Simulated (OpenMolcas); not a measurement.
**Re2+ in a point-charge field**

Re2+ among 6 point charges of -0.85 e arranged as a tetragonal octahedron (D4h), 1.88 Å from the ion, with the axial distance 1.824 Å.
```
   1.8800    0.0000    0.0000  -0.85
   0.0000    1.8800    0.0000  -0.85
  -1.8800    0.0000    0.0000  -0.85
   0.0000   -1.8800    0.0000  -0.85
   0.0000    0.0000    1.8236  -0.85
   0.0000    0.0000   -1.8236  -0.85
```

```yaml
Program: OpenMolcas 26.06
Method: "SS-CASPT2, IPEA 0.25 Eh, imaginary shift 0.1 Eh (closed shells correlated: 5s 5p)"
Basis: ANO-RCC-VTZP [8s7p5d3f2g1h]
Scalar_Hamiltonian: DKH2, point nucleus
Active_space: 5 electrons in 5 orbitals (5d)
State_averaging: 2S+1 = 6 even, 1 root; 2S+1 = 4 even, 24 roots; 2S+1 = 2 even, 75 roots
Spin-orbit_coupling: state interaction with AMFI integrals over the reference wave functions
```

The lowest spin-free states (labels of D4, the rotations of D4h), above the lowest:

```json
{"State": "6A1", "Degeneracy": "1", "E (cm-1)": "0", "Free-ion L (%)": "S (100)"}
{"State": "4E", "Degeneracy": "2", "E (cm-1)": "9040", "Free-ion L (%)": "G (60)"}
{"State": "2E", "Degeneracy": "2", "E (cm-1)": "10070", "Free-ion L (%)": "I (30)"}
{"State": "4A2", "Degeneracy": "1", "E (cm-1)": "10640", "Free-ion L (%)": "G (59)"}
{"State": "2B2", "Degeneracy": "1", "E (cm-1)": "10810", "Free-ion L (%)": "I (37)"}
{"State": "4B2", "Degeneracy": "1", "E (cm-1)": "12090", "Free-ion L (%)": "G (48)"}
{"State": "4E", "Degeneracy": "2", "E (cm-1)": "13640", "Free-ion L (%)": "G (64)"}
{"State": "2B1", "Degeneracy": "1", "E (cm-1)": "17720", "Free-ion L (%)": "I (56)"}
{"State": "4A1", "Degeneracy": "1", "E (cm-1)": "17950", "Free-ion L (%)": "G (98)"}
{"State": "4B1", "Degeneracy": "1", "E (cm-1)": "18220", "Free-ion L (%)": "G (100)"}
{"State": "4B2", "Degeneracy": "1", "E (cm-1)": "18740", "Free-ion L (%)": "D (55)"}
{"State": "2A2", "Degeneracy": "1", "E (cm-1)": "18940", "Free-ion L (%)": "I (55)"}
{"State": "2E", "Degeneracy": "2", "E (cm-1)": "18990", "Free-ion L (%)": "I (60)"}
{"State": "2E", "Degeneracy": "2", "E (cm-1)": "19180", "Free-ion L (%)": "I (53)"}
{"State": "4E", "Degeneracy": "2", "E (cm-1)": "19450", "Free-ion L (%)": "D (65)"}
{"State": "4A1", "Degeneracy": "1", "E (cm-1)": "19470", "Free-ion L (%)": "G (100)"}
{"State": "2A1", "Degeneracy": "1", "E (cm-1)": "19730", "Free-ion L (%)": "D (31)"}
{"State": "4B1", "Degeneracy": "1", "E (cm-1)": "19880", "Free-ion L (%)": "D (100)"}
{"State": "2B2", "Degeneracy": "1", "E (cm-1)": "20560", "Free-ion L (%)": "I (53)"}
{"State": "2B1", "Degeneracy": "1", "E (cm-1)": "20770", "Free-ion L (%)": "I (43)"}
```

The lowest levels with spin-orbit coupling:

```
E (cm-1)  Degeneracy  Label      2S+1               g
       0           2   E3/2  6 (71 %)  2.54 3.31 3.31
     340           2   E3/2  6 (81 %)  3.42 3.42 6.49
     450           2   E1/2  6 (83 %)  1.91 5.73 5.73
    5510           2   E3/2  2 (58 %)  2.29 2.29 2.76
    9430           2   E1/2  4 (63 %)  0.51 1.46 1.46
   10030           2   E3/2  4 (59 %)  1.37 1.37 3.70
   10210           2   E3/2  4 (76 %)  1.51 1.51 2.08
   10510           2   E1/2  4 (77 %)  1.46 1.46 3.67
   11830           2   E1/2  4 (89 %)  1.54 1.54 1.91
   12570           2   E1/2  4 (84 %)  0.81 1.64 1.64
   12810           2   E3/2  4 (75 %)  1.22 2.05 2.05
   13080           2   E3/2  4 (87 %)  0.24 1.15 1.15
   14530           2   E1/2  4 (78 %)  0.04 0.04 3.67
   14920           2   E3/2  4 (88 %)  1.65 1.65 1.77
   15300           2   E1/2  4 (85 %)  2.06 2.06 3.91
   15630           2   E3/2  2 (51 %)  0.24 0.24 1.39
   15690           2   E1/2  4 (55 %)  0.05 1.10 1.10
   15820           2   E3/2  4 (56 %)  1.99 1.99 2.17
   17360           2   E3/2  2 (52 %)  0.25 0.89 0.89
   17420           2   E1/2  4 (60 %)  0.55 0.55 2.46
```

Powder χT (cm3 K/mol): 0.909 at 2 K, 0.99 at 10 K, 1.4 at 50 K, 1.9 at 100 K, 2.75 at 200 K, 3.22 at 300 K. The effective moment at 300 K is 2.828 √(χT) = 5.07 μB.

Point charges give a weaker field than real ligands, and real ions of this kind are as a rule low spin; the high spin found here belongs to the model. Free-ion shares, where given, are those of the reference states; single-state CASPT2 does not remix them. This is an electrostatic model: the charges have no orbitals. No measured value stands beside these numbers.

The CASPT2 steps took 29 s on 1 thread of Arm Neoverse V2, with other jobs on the host; the integral step is not counted.
